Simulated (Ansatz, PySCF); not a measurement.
Spin states of Cl2W (SMILES [Cl][W][Cl]), each relaxed with B3LYP-D3(BJ)/def2-TZVP.
State 1 (charge 0, multiplicity 5):
```xyz
3

W      0.483     0.111     0.025
Cl    -0.412     1.526    -1.530
Cl    -0.105    -1.590     1.435
```
State 2 (charge 0, multiplicity 3):
```xyz
3

W     -0.00762     0.01645    -0.02310
Cl    -0.17091     1.62428    -1.55455
Cl     0.14536    -1.59335     1.50734
```

Singlets are restricted, other states unrestricted; no spin–orbit coupling, no relativity up to Kr; see below for the cores. The largest T1 diagnostic is 0.024.

Correlated levels freeze the inner cores; with def2 sets outer-core shells near the valence are correlated too.

Programs: Ansatz (Gaussian basis) for Hartree–Fock, density functionals and correlated methods; PySCF for the dispersion terms. Values without a source in brackets are computed. In def2 rows elements past Kr take small-core potentials, without spin–orbit coupling.

| level | energy of the multiplicity-3 state less that of the multiplicity-5 state (kJ/mol) |
|---|---|
| SVWN5/def2-TZVPP | 0.9 |
| B97M-V/def2-TZVPP | 50.5 |
| B3LYP/def2-TZVPP | 17.5 |
| B3LYP-D4/def2-TZVPP | 17.8 |
| PBE0/def2-TZVPP | 55.0 |
| BHLYP/def2-TZVPP | 33.9 |
| BHLYP-D4/def2-TZVPP | 34.1 |
| B2PLYP/def2-TZVPP | 15.9 |
| CCSD/def2-SVP | [?] |

### Question
Fill in the missing entries.

### Answer

- CCSD/def2-SVP, energy of the multiplicity-3 state less that of the multiplicity-5 state (kJ/mol): 47.2

Ansatz is a quantum-chemistry and plane-wave program.
